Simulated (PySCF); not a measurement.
CCl2, SMILES Cl[C]Cl (connectivity only; charge and spin as stated), neutral, multiplicity 1.

Geometry optimised at PBE0-D3(BJ)/def2-TZVP. The isomer is the one that the SMILES or the coordinates give; other isomers of the formula were not compared.

Vertical ionisation energy (IE) and electron affinity (EA) in eV. Rows of orbital energies are one-electron estimates. Where ΔSCF, EOM or ADC give a negative EA the extra electron is unbound and the value depends on the basis.

```tsv
level	IE	EA
−ε(HOMO), −ε(LUMO), r2SCAN/def2-TZVPD (PySCF)	6.48	4.26
−ε(HOMO), −ε(LUMO), HF/def2-TZVPD (PySCF)	10.87	-0.79
ADC(2)/aug-cc-pVDZ (PySCF)	9.50	1.66
```

Beyond the first one, list the lowest photoelectron lines from ADC(2)/aug-cc-pVDZ run with PySCF with their pole strengths (two spins summed). (Estimate from the structure and the level; the computed values follow.)

11.50 eV (1.80), 12.19 eV (1.80), 14.02 eV (1.74), 14.13 eV (1.78), 15.61 eV (1.76).
